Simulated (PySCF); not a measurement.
A geometry optimisation, step by step.

Species: trichlorofluorosilane, Cl₃FSi.
Bonds: F1–Si2, Si2–Cl3, Si2–Cl4, Si2–Cl5.

Computed by this run: PBE0-D3(BJ)/def2-SVP geometry optimisation, gas phase in PySCF 2.14.0; density fitting, grid level 1; the optimiser is geomeTRIC in internal coordinates, started from a GFN2-xTB structure with every atom displaced at random (about 0.01 Å). The frame can shift and turn from step to step; on so coarse a grid that alone can change the energy by a few meV, and forces under 0.02 eV/Å are noise.

Step 0: E = -48133.7520 eV, largest atomic force 1.569 eV/Å
```
atom  x, y, z in Å  |  force x, y, z in eV/Å
F1      0.039    0.014    1.614   -0.129   0.045  -0.263
Si2    -0.004   -0.004   -0.002   -0.090   0.084   1.565
Cl3     1.762   -0.718   -0.551    0.933  -0.391  -0.550
Cl4    -0.255    1.885   -0.592   -0.167   0.638  -0.377
Cl5    -1.509   -1.211   -0.508   -0.546  -0.376  -0.375
```

Step 1: E = -48133.8163 eV, largest atomic force 0.712 eV/Å
```
atom  x, y, z in Å  |  force x, y, z in eV/Å
F1      0.022    0.005    1.576    0.138  -0.030   0.303
Si2     0.109   -0.021   -0.014   -0.099  -0.040  -0.704
Cl3     1.915   -0.744   -0.632   -0.268   0.134   0.216
Cl4    -0.156    1.875   -0.707    0.059  -0.143   0.094
Cl5    -1.389   -1.220   -0.704    0.171   0.079   0.091
```

Step 2: E = -48133.8274 eV, largest atomic force 0.249 eV/Å
```
atom  x, y, z in Å  |  force x, y, z in eV/Å
F1      0.042   -0.001    1.571    0.035  -0.010   0.092
Si2     0.098   -0.020   -0.028   -0.031  -0.024  -0.246
Cl3     1.907   -0.730   -0.618   -0.088   0.048   0.064
Cl4    -0.160    1.878   -0.704   -0.005  -0.077   0.040
Cl5    -1.387   -1.233   -0.702    0.088   0.063   0.050
```

Step 3: E = -48133.8288 eV, largest atomic force 0.025 eV/Å
```
atom  x, y, z in Å  |  force x, y, z in eV/Å
F1      0.054   -0.005    1.567   -0.004   0.001  -0.003
Si2     0.095   -0.020   -0.035    0.003  -0.007   0.004
Cl3     1.907   -0.716   -0.615    0.009   0.007  -0.010
Cl4    -0.176    1.875   -0.701   -0.023  -0.008   0.002
Cl5    -1.380   -1.241   -0.698    0.015   0.007   0.006
```

Step 4: E = -48133.8289 eV, largest atomic force 0.055 eV/Å
```
atom  x, y, z in Å  |  force x, y, z in eV/Å
F1      0.059   -0.006    1.567   -0.005   0.001  -0.023
Si2     0.096   -0.020   -0.036    0.009   0.001   0.055
Cl3     1.911   -0.703   -0.618    0.023   0.003  -0.020
Cl4    -0.193    1.873   -0.699   -0.023   0.013  -0.006
Cl5    -1.372   -1.250   -0.695   -0.004  -0.017  -0.005
```

Step 5: E = -48133.8231 eV, largest atomic force 0.472 eV/Å
```
atom  x, y, z in Å  |  force x, y, z in eV/Å
F1      0.121   -0.023    1.563   -0.035   0.019  -0.175
Si2     0.102   -0.021   -0.045    0.063   0.092   0.459
Cl3     1.955   -0.517   -0.670    0.165  -0.036  -0.109
Cl4    -0.423    1.825   -0.669   -0.004   0.153  -0.058
Cl5    -1.255   -1.371   -0.661   -0.190  -0.227  -0.116
```

Step 6: E = -48133.8278 eV, largest atomic force 0.247 eV/Å
```
atom  x, y, z in Å  |  force x, y, z in eV/Å
F1      0.089   -0.015    1.566   -0.010   0.008  -0.098
Si2     0.100   -0.021   -0.040    0.036   0.044   0.240
Cl3     1.936   -0.611   -0.644    0.079  -0.015  -0.055
Cl4    -0.310    1.852   -0.685   -0.018   0.080  -0.029
Cl5    -1.315   -1.312   -0.678   -0.086  -0.118  -0.058
```

Step 7: E = -48133.8290 eV, largest atomic force 0.118 eV/Å
```
atom  x, y, z in Å  |  force x, y, z in eV/Å
F1      0.079   -0.012    1.567    0.000   0.001  -0.049
Si2     0.099   -0.020   -0.037    0.017   0.020   0.115
Cl3     1.930   -0.638   -0.639    0.035   0.001  -0.025
Cl4    -0.276    1.859   -0.689   -0.017   0.043  -0.015
Cl5    -1.332   -1.295   -0.683   -0.034  -0.064  -0.025
```

Step 8: E = -48133.8292 eV, largest atomic force under 0.02 eV/Å
```
atom  x, y, z in Å  |  force x, y, z in eV/Å
F1      0.071   -0.009    1.568    0.002   0.000   0.002
Si2     0.098   -0.020   -0.034    0.001  -0.001  -0.001
Cl3     1.923   -0.664   -0.633    0.004   0.015  -0.005
Cl4    -0.244    1.867   -0.693   -0.015  -0.002   0.002
Cl5    -1.347   -1.280   -0.688    0.009  -0.012   0.002
```

Problem. Summarise the path.

Solution. The energy falls by 0.0772 eV from step 0 to step 8; nine tenths of that is first reached at step 2. It rises by more than 0.2 meV at step 5. The largest force goes from 1.569 to under 0.02 eV/Å. Among the bonds Si2–Cl3 changes most, from 1.982 to 2.026 Å; the atoms move by 0.044 Å rms after alignment.

The cost below is that of the whole optimisation. Hardware: Arm Neoverse V1, one thread, shared host with 32 logical CPUs at a one-minute load of 21. Cost: 26 s of wall time, 0.37 GiB resident at most.
